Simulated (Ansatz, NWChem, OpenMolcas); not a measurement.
# BaS (SMILES [S][Ba]): the vertical ionisation energy, rung by rung

BaS: 2 atoms, total charge 0, spin state singlet. As SMILES, `[S][Ba]`. The bond length is the measured one.

```xyz
2

S     0.0000    0.0000    0.0000
Ba    0.0000    0.0000    2.5074
```

Each level gives the vertical ionisation energy (to the doublet cation) (eV). The values are calculated.

| level | kind | program | value (eV) | CPU time (all runs) |
| --- | --- | --- | --- | --- |
| HF/def2-TZVP (core potential) | Hartree–Fock | OpenMolcas | 5.06 | 9.8 s |
| PBE/def2-TZVP (core potential) | GGA | OpenMolcas | 6.75 | 29 s |
| revPBE/def2-TZVP (core potential) | GGA | Ansatz | 6.68 | 44 s |
| r2SCAN0/def2-TZVP (core potential) | hybrid meta-GGA | Ansatz | 6.46 | 2.4 min |
| HSE06/def2-TZVP (core potential) | range-separated hybrid | Ansatz | 6.58 | 74 s |
| B2PLYP/def2-TZVP (core potential) | double hybrid | NWChem | 6.50 | 1.8 min |
| PBE-QIDH/def2-TZVP (core potential) | double hybrid | Ansatz | 6.51 | 95 s |
| BCCD(T)/def2-TZVP (core potential) | coupled cluster or CI | Ansatz | 6.28 | 24 s |

Spin-orbit coupling, which can split open shells on such heavy atoms by tenths of an eV, is left out. The values span 5.06 to 6.75 eV. Times are those of the runs behind each value, whatever else they computed, on shared processors of several kinds: orders of magnitude only.
